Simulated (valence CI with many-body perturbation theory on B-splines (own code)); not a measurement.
# Pd VII: electric-dipole lines

Level of theory: relativistic CI+MBPT: four valence electrons over a frozen Dirac-Fock core [Kr], a basis of 7 s, 7 p, 8 d, 6 f, 4 g, 1 h functions for each j, with the one-electron correlation potential Σ1 (screened to all orders), the two-electron term Σ2, the three-electron term Σ3, Breit, model QED; selected single and double excitations, second order for the rest, scaled by the run's own slope (own B-spline code, finite nucleus).

No measured levels were compared; by estimate terms of the open shell hold to 2 to 4 % of their energy, and close levels can change places; different configurations can be misplaced against each other by 1,000 to 8,000 cm⁻¹. The list stops below the first excitations out of the core.

Lines 151 to 200 of 423 in falling wavelength, among levels below 314100 cm⁻¹, chosen from the strongest by gf and those to the six lowest levels. Wavelengths and rates use the calculated energies, so an error of 2000 cm⁻¹ moves a line at 1520 Å by 3 % and its rate by three times that or more. Electric multipoles are in the length gauge, E1 and E2 with the static RPA response of the core. Weak lines are less certain than strong ones. Lines between different terms over intervals too small for the method are left out, as are lines whose strength nearly cancels. The highest levels of a list are the least certain.

Names give the largest LS component (configuration and term), which can be under half, so a name can repeat, a term be missing and a line seem to break the LS rules; names also repeat where a configuration has a term twice. Letters in brackets count levels of one name in rising energy.

```tsv
λ vac (Å)	Upper	Lower	A (s⁻¹)	S (a.u.) with core polarisation	S without
1520	4d3 5p 5D°_0	4d3 5s 3P_1 [a]	1.09e+06	1.89e-03	2.30e-03
1514	4d3 5p 5G°_3	4d3 5s 3F_4 [a]	5.09e+04	6.10e-04	7.05e-04
1509	4d3 5p 5D°_1	4d3 5s 3P_0 [a]	2.76e+06	1.40e-02	1.68e-02
1508	4d3 5p 5G°_2	4d3 5s 3F_3 [a]	8.51e+02	7.20e-06	4.96e-06
1506	4d3 5p 5F°_1	4d3 5s 3P_2 [a]	4.55e+05	2.30e-03	2.70e-03
1502	4d3 5p 3D°_2	4d3 5s 5P_3	5.45e+04	4.56e-04	5.76e-04
1500	4d3 5p 5D°_1	4d3 5s 3P_1 [a]	3.67e+04	1.83e-04	2.23e-04
1493	4d3 5p 5D°_4	4d3 5s 3H_4	1.50e+02	2.22e-06	5.51e-06
1490	4d3 5p 5D°_3	4d3 5s 3G_4	2.12e+06	2.42e-02	2.86e-02
1485	4d3 5p 5G°_3	4d3 5s 5P_2	1.66e+05	1.88e-03	2.23e-03
1484	4d3 5p 5G°_4	4d3 5s 5P_3	4.30e+04	6.24e-04	7.40e-04
1480	4d3 5p 3D°_1	4d3 5s 5P_2	3.68e+05	1.77e-03	2.06e-03
1480	4d3 5p 5D°_3	4d3 5s 3G_3	8.67e+04	9.70e-04	1.09e-03
1480	4d3 5p 5G°_5	4d3 5s 3G_5	1.10e+07	1.94e-01	2.35e-01
1475	4d3 5p 3D°_1	4d3 5s 5P_1	1.01e+03	4.79e-06	8.29e-06
1467	4d3 5p 5D°_2	4d3 5s 3P_1 [a]	9.95e+06	7.75e-02	9.27e-02
1465	4d3 5p 5G°_5	4d3 5s 3G_4	3.36e+06	5.73e-02	6.85e-02
1460	4d3 5p 5F°_1	4d3 5s 3P_0 [a]	5.09e+07	2.34e-01	2.82e-01
1452	4d3 5p 5F°_1	4d3 5s 3P_1 [a]	9.46e+06	4.29e-02	5.14e-02
1447	4d3 5p 5G°_3	4d3 5s 3F_3 [a]	4.16e+06	4.35e-02	5.14e-02
1443	4d3 5p 5G°_4	4d3 5s 3F_4 [a]	4.26e+02	5.69e-06	1.65e-06
1441	4d3 5p 5G°_2	4d3 5s 3F_2 [a]	2.60e+07	1.92e-01	2.28e-01
1439	4d3 5p 5D°_4	4d3 5s 3G_5	3.13e+05	4.14e-03	5.19e-03
1433	4d3 5p 5D°_3	4d3 5s 5P_3	5.56e+06	5.66e-02	6.90e-02
1433	4d3 5p 3D°_2	4d3 5s 5P_2	1.49e+06	1.08e-02	1.32e-02
1425	4d3 5p 5D°_4	4d3 5s 3G_4	2.67e+04	3.44e-04	3.47e-04
1416	4d3 5p 5D°_4	4d3 5s 3G_3	7.63e+03	9.63e-05	1.16e-04
1414	4d3 5p 5D°_2	4d3 5s 3G_3	2.56e+05	1.79e-03	2.15e-03
1398	4d3 5p 3D°_2	4d3 5s 3F_3 [a]	1.94e+08	1.31e+00	1.57e+00
1395	4d3 5p 5D°_3	4d3 5s 3F_4 [a]	8.69e+07	8.15e-01	9.75e-01
1385	4d3 5p 5G°_3	4d3 5s 3F_2 [a]	5.79e+07	5.31e-01	6.34e-01
1383	4d3 5p 5G°_4	4d3 5s 3F_3 [a]	9.19e+07	1.08e+00	1.29e+00
1381	4d3 5p 3D°_1	4d3 5s 3F_2 [a]	3.58e+08	1.40e+00	1.67e+00
1374	4d3 5p 5D°_4	4d3 5s 5P_3	4.16e+07	4.78e-01	5.82e-01
1373	4d3 5p 5G°_5	4d3 5s 3F_4 [a]	1.34e+08	1.89e+00	2.24e+00
1371	4d3 5p 5D°_2	4d3 5s 5P_3	1.26e+07	8.05e-02	9.74e-02
1371	4d3 5p 5D°_3	4d3 5s 5P_2	8.49e+06	7.55e-02	9.21e-02
1352	4d3 5p 5D°_0	4d3 5s 5P_1	1.65e+08	2.01e-01	2.44e-01
1340	4d3 5p 5D°_1	4d3 5s 5P_2	7.14e+07	2.54e-01	3.08e-01
1340	4d3 5p 3D°_2	4d3 5s 3F_2 [a]	1.08e+08	6.39e-01	7.63e-01
1338	4d3 5p 5D°_4	4d3 5s 3F_4 [a]	5.91e+07	6.29e-01	7.49e-01
1338	4d3 5p 5D°_3	4d3 5s 3F_3 [a]	9.46e+07	7.84e-01	9.34e-01
1336	4d3 5p 5D°_1	4d3 5s 5P_1	1.10e+08	3.88e-01	4.69e-01
1314	4d3 5p 5D°_2	4d3 5s 5P_2	1.13e+08	6.34e-01	7.66e-01
1310	4d3 5p 5D°_2	4d3 5s 5P_1	4.60e+07	2.55e-01	3.08e-01
1301	4d3 5p 5F°_1	4d3 5s 5P_2	2.19e+07	7.15e-02	8.58e-02
1297	4d3 5p 5F°_1	4d3 5s 5P_1	3.05e+07	9.88e-02	1.19e-01
1286	4d3 5p 5D°_4	4d3 5s 3F_3 [a]	3.75e+03	3.55e-05	3.52e-05
1285	4d3 5p 5D°_3	4d3 5s 3F_2 [a]	9.22e+05	6.76e-03	8.13e-03
1284	4d3 5p 5D°_2	4d3 5s 3F_3 [a]	3.13e+07	1.63e-01	1.96e-01
```
